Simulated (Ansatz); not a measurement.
Mulliken charges of C$_{2}$H$_{2}$AlF (`F[C]1=[CH][AlH]1`) from PBE/def2-TZVPP in Ansatz (PBE0-D4/def2-TZVP geometry).

| atom | x (Å) | y (Å) | z (Å) | charge (e) |
| --- | --- | --- | --- | --- |
| F1 | -0.062 | -1.971 | 0.878 | -0.141 |
| C2 | -0.143 | -0.759 | 0.335 | 0.044 |
| C3 | 0.881 | 0.039 | -0.060 | -0.157 |
| Al4 | -0.780 | 0.835 | -0.361 | 0.211 |
| H5 | 1.952 | -0.142 | -0.016 | 0.087 |
| H6 | -1.805 | 1.933 | -0.820 | -0.044 |

Problem. By hand: the dipole of these point charges (1 e Å = 4.8032 D).

Solution. Σ q r = (-0.051, 0.317, -0.141) e Å, of length 0.351 e Å = 1.69 D.

Problem. How does the dipole of the full density compare? (An estimate is asked.)

Solution. Computed: (-0.100, 0.361, -0.159) e Å, 1.95 D; the point charges give 0.87 times that, at 6° from its direction.

Point charges leave out the atoms' own dipoles, such as those of lone pairs, and Mulliken's split depends on the basis, so the close match here is no proof of good charges.
